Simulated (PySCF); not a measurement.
An equivalent PySCF input for P+ (phosphorus, charge +1), [Ne] 3s2 3p2, high-spin 3P determinant, with scalar relativity by spin-free X2C-1e:

```python
from pyscf import gto, scf, dft, mp, cc
import basis_set_exchange as bse
mol = gto.M(atom="P 0 0 0", charge=1, spin=2, symmetry="D2h",
            basis=gto.basis.parse(bse.get_basis("x2c-SVPall", elements=["P"], fmt="nwchem", header=False)),
            nucmod="G")
mf = scf.UHF(mol).sfx2c1e()
mf.irrep_nelec = {'Ag': (3, 3), 'B1u': (2, 1), 'B2u': (2, 1), 'B3u': (1, 1)}
mf.kernel()
```

It reaches the same state as the run whose output follows, and the same energy. The run itself started from symmetry-adapted Hartree-Fock orbitals and held the occupation by maximum overlap, so the iterations belong to that start.

```
SCF conv_tol = 1e-09
number electrons alpha = 8  beta = 6
cycle= 1 E= -341.037466665147  delta_E= -0.0036  |g|= 0.0226  |ddm|= 0.0625
cycle= 2 E= -341.037936951887  delta_E= -0.00047  |g|= 0.00822  |ddm|= 0.0228
cycle= 3 E= -341.038009218269  delta_E= -7.23e-05  |g|= 0.000201  |ddm|= 0.0132
cycle= 4 E= -341.03800926833  delta_E= -5.01e-08  |g|= 3.7e-05  |ddm|= 0.000749
cycle= 5 E= -341.038009270337  delta_E= -2.01e-09  |g|= 4.21e-06  |ddm|= 0.000205
cycle= 6 E= -341.03800927036  delta_E= -2.27e-11  |g|= 2.17e-07  |ddm|= 2.29e-05
converged SCF energy = -341.03800927036  <S^2> = 2.0089312  2S+1 = 3.0059482
```
